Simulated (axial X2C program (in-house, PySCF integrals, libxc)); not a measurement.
## Density and ELF of SrN⁺

Calculated with an axial X2C code built on PySCF integrals. Two-component (2c) means X2C with spin–orbit coupling and atomic mean-field two-electron Coulomb and Gaunt terms. Basis: Sr dyall-v3z [13s12p8d3f], N dyall-v3z [6s6p2d1f] (cores contracted in-house); Gaussian nuclei, density fitting, unrestricted open shells. Masses: Sr 87.906 u, N 14.003 u.

PBE0, 2c, state Ω = 1 (⟨Sz⟩ = 1.00, ⟨Lz⟩ = 0.00 at PBE0); Sr at z = 0, N at z = 2.283 Å.

The maps cover the half plane through the axis: z from -2.4 to 4.2 Å along the bond, ρ from 0.15 to 2.25 Å away from it.

log10 of the density in e/bohr³:

```
 ρ\z  -2.4  -1.8  -1.2  -0.6   0.0   0.6   1.2   1.8   2.4   3.0   3.6   4.2
0.15  -3.3  -2.5  -1.4  -0.3   1.5  -0.4  -1.1  -0.4   0.3  -0.8  -1.9  -2.9
0.45  -3.4  -2.6  -1.6  -0.6   0.0  -0.6  -1.3  -0.7  -0.5  -1.1  -2.0  -3.0
0.75  -3.5  -2.8  -1.9  -1.0  -0.6  -1.0  -1.6  -1.2  -1.0  -1.5  -2.3  -3.2
1.05  -3.7  -3.0  -2.3  -1.6  -1.2  -1.6  -1.9  -1.7  -1.6  -1.9  -2.6  -3.4
1.35  -4.0  -3.4  -2.8  -2.2  -1.9  -2.2  -2.4  -2.2  -2.1  -2.4  -3.0  -3.7
1.65  -4.3  -3.7  -3.3  -2.9  -2.7  -2.8  -2.8  -2.6  -2.7  -2.9  -3.4  -4.0
1.95  -4.6  -4.1  -3.8  -3.5  -3.4  -3.4  -3.2  -3.1  -3.2  -3.4  -3.8  -4.4
2.25  -4.9  -4.5  -4.3  -4.2  -4.1  -3.9  -3.7  -3.6  -3.7  -3.9  -4.3  -4.8
```

Electron localisation function (collinear form, no current term, damped to 0 at low density):

```
 ρ\z  -2.4  -1.8  -1.2  -0.6   0.0   0.6   1.2   1.8   2.4   3.0   3.6   4.2
0.15  0.18  0.31  0.71  0.57  0.34  0.53  0.38  0.90  0.28  0.96  0.85  0.41
0.45  0.14  0.26  0.60  0.80  0.20  0.77  0.31  0.89  0.74  0.94  0.80  0.34
0.75  0.07  0.17  0.38  0.79  0.83  0.71  0.22  0.81  0.81  0.86  0.67  0.21
1.05  0.02  0.09  0.15  0.55  0.80  0.36  0.15  0.65  0.66  0.68  0.47  0.08
1.35  0.00  0.04  0.04  0.20  0.46  0.07  0.11  0.43  0.41  0.41  0.24  0.02
1.65  0.00  0.01  0.01  0.03  0.08  0.01  0.08  0.24  0.19  0.17  0.06  0.00
1.95  0.00  0.00  0.00  0.00  0.01  0.00  0.05  0.10  0.06  0.04  0.01  0.00
2.25  0.00  0.00  0.00  0.00  0.00  0.00  0.02  0.02  0.01  0.00  0.00  0.00
```

Axial spin density in 10⁻³ e/bohr³:

```
 ρ\z  -2.4  -1.8  -1.2  -0.6   0.0   0.6   1.2   1.8    2.4   3.0   3.6   4.2
0.15  -0.2  -0.7  -2.1  -0.4  -6.4  -0.2  -3.2  20.3  200.0  -0.7  -0.6  -0.1
0.45  -0.2  -0.6  -1.3   1.6  -0.9   1.1   1.4  45.5  159.9   7.4  -0.2  -0.1
0.75  -0.1  -0.4  -0.6   1.3  -0.8   1.3   3.7  27.8   52.8   6.9   0.2   0.0
1.05  -0.1  -0.2  -0.2   0.5  -0.2   0.9   3.1  11.7   16.0   3.7   0.3   0.0
1.35  -0.1  -0.1  -0.1   0.1   0.0   0.5   1.8   4.4    5.0   1.6   0.2   0.0
1.65   0.0  -0.1  -0.1   0.0   0.0   0.3   0.9   1.6    1.6   0.6   0.1   0.0
1.95   0.0   0.0   0.0   0.0   0.0   0.1   0.4   0.6    0.5   0.2   0.0   0.0
2.25   0.0   0.0   0.0   0.0   0.0   0.1   0.1   0.2    0.2   0.1   0.0   0.0
```

The state is one determinant whose occupation by symmetry is held fixed; it was picked as the lowest of a PBE0 search that is not exhaustive. Density functionals use the spin component along the axis (collinear). Other states lie close and PBE0, whose exact exchange favours high spin, may order them wrongly; the determinant shown need not be the ground state. The nearest other 2c determinant of the search, Ω = 2, lies 0.34 eV up at the distance of the search. With several unpaired electrons one determinant need not be a pure state. Open-shell Ω = 0 determinants with evenly filled partner blocks cannot be reached by this program, so the Ω shown need not be the lowest component. This is the Ω = 1 component of a π² triplet; the 0⁺ component is not one determinant and can lie lowest. The determinant is spin-polarised beyond a pure state at some levels (its spin-free form has ⟨S²⟩ too high), which makes Re and μ there less reliable.
